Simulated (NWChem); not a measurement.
System: BSiH4OCl; SMILES OB([SiH3])Cl

Excerpt of the output:

```
             Northwest Computational Chemistry Package (NWChem) 7.3.0
             --------------------------------------------------------

                             Geometry "geometry" -> ""
                             -------------------------

 Output coordinates in angstroms (scale by  1.889725989 to convert to a.u.)

  No.       Tag          Charge          X              Y              Z
 ---- ---------------- ---------- -------------- -------------- --------------
    1 B                    5.0000     0.43876900    -0.09982200     0.00547500
    2 Cl                  17.0000    -0.60347600    -1.54430200     0.07052300
    3 O                    8.0000     1.77019200    -0.25703700    -0.03883400
    4 H                    1.0000     2.04766400    -1.18357600    -0.03050400
    5 Si                  14.0000    -0.41735200     1.73761100     0.00055300
    6 H                    1.0000     0.59833900     2.83290800    -0.05690400
    7 H                    1.0000    -1.24319600     1.91081800     1.23674700
    8 H                    1.0000    -1.32976400     1.86430500    -1.17912100

 Effective nuclear repulsion energy (a.u.)     184.1468956007

                              NWChem Property Module
                              ----------------------

  itol2e modified to match energy
  convergence criterion.

                                 NWChem DFT Module
                                 -----------------

 Summary of "ao basis" -> "ao basis" (spherical)
 ------------------------------------------------------------------------------
       Tag                 Description            Shells   Functions and Types
 ---------------- ------------------------------  ------  ---------------------
 B                          pcsseg-1                 7       17   3s3p1d
 Cl                         pcsseg-1                10       24   4s5p1d
 O                          pcsseg-1                 7       17   3s3p1d
 H                          pcsseg-1                 3        5   2s1p
 Si                         pcsseg-1                10       24   4s5p1d

  itol2e modified to match energy
  convergence criterion.

[...]

          -----------------------------------------
          Chemical Shielding Tensors (GIAO, in ppm)
          -----------------------------------------

                                NWChem CPHF Module
                                ------------------

  scftype          =     RHF
  nclosed          =       24
  nopen            =        0
  variables        =     1872
  # of vectors     =        3
  tolerance        = 0.10D-03
  level shift      = 0.00D+00
  max iterations   =       50
  max subspace     =       30

 SCF residual:    1.2644535708469313E-004

Iterative solution of linear equations
  No. of variables     1872
  No. of equations        3
  Maximum subspace       30
        Iterations       50
       Convergence  1.0D-04

   iter   nsub   residual    time
   ----  ------  --------  ---------
     1      3    5.55D-01      41.6
     2      6    5.09D-02      48.1
     3      9    2.04D-03      54.5
     4     12    7.65D-05      61.7

      Atom:    1  B
        Diamagnetic
    205.4524      6.5118     -0.8479
      6.5118    206.1267     -0.6375
     -0.8479     -0.6375    185.2014

        Paramagnetic
   -182.5831    -19.7762      3.5378
    -19.7762   -161.6585      2.0166
      3.5378      2.0166    -93.9996

        Total Shielding Tensor
     22.8693    -13.2644      2.6899
    -13.2644     44.4682      1.3791
      2.6899      1.3791     91.2017

           isotropic =      52.8464
          anisotropy =      57.7164

          Principal Components and Axis System
                 1           2           3
               91.3240     50.7733     16.4419

      1         0.0355     -0.4295      0.9024
      2         0.0194      0.9031      0.4291
      3         0.9992     -0.0022     -0.0404

      Atom:    2  Cl
        Diamagnetic
   1149.3806      3.5043     -0.2074
      3.5043   1151.4392     -0.2405
     -0.2074     -0.2405   1145.4630

        Paramagnetic
   -694.4912    168.7037      8.7662
    168.7037   -300.7549     -7.0842
      8.7662     -7.0842   -356.7444

        Total Shielding Tensor
    454.8894    172.2080      8.5587
    172.2080    850.6843     -7.3247
      8.5587     -7.3247    788.7186

           isotropic =     698.0974
          anisotropy =     325.7118

          Principal Components and Axis System
                 1           2           3
              915.2386    788.8816    390.1721

      1         0.3497      0.0356      0.9362
      2         0.9364      0.0193     -0.3505
      3        -0.0306      0.9992     -0.0265

      Atom:    3  O
        Diamagnetic
    403.2537     -8.9125     -0.8907
     -8.9125    390.6289     -0.0228
     -0.8907     -0.0228    373.3555

        Paramagnetic
   -267.8198     11.3671      4.7469
     11.3671   -421.5985      5.2975
      4.7469      5.2975   -128.4281

        Total Shielding Tensor
    135.4339      2.4546      3.8561
      2.4546    -30.9696      5.2747
      3.8561      5.2747    244.9274

           isotropic =     116.4639
          anisotropy =     193.0547

          Principal Components and Axis System
                 1           2           3
              245.1670    135.3291    -31.1045

      1         0.0355      0.9993     -0.0143
      2         0.0194      0.0136      0.9997
      3         0.9992     -0.0358     -0.0189

      Atom:    4  H
        Diamagnetic
     30.9969     -7.7573     -0.2899
     -7.7573     38.9895     -0.1251
     -0.2899     -0.1251     18.5622

        Paramagnetic
     -3.7941      3.1814      0.1568
      3.1814    -11.6568      0.1613
      0.1568      0.1613      2.3673

[...]
```

Level: PBE0/pcSseg-1, GIAO. Coordinates come from a PBE0/def2-SVP optimisation. The printed shielding anisotropy is the first printed principal value minus the mean of the other two.

### Question
Write an input that gives this output.

### Answer
One answer among several that fit: the input that was run:
```
start job
memory heap 200 mb stack 900 mb global 1100 mb
geometry units angstroms noautosym nocenter noautoz
  B      0.438769    -0.099822     0.005475
  Cl    -0.603476    -1.544302     0.070523
  O      1.770192    -0.257037    -0.038834
  H      2.047664    -1.183576    -0.030504
  Si    -0.417352     1.737611     0.000553
  H      0.598339     2.832908    -0.056904
  H     -1.243196     1.910818     1.236747
  H     -1.329764     1.864305    -1.179121
end
basis spherical
  * library pcsseg-1
end
dft
  xc pbe0
  iterations 150
end
property
  shielding 7 1 2 3 4 5 6 7
end
task dft property
```
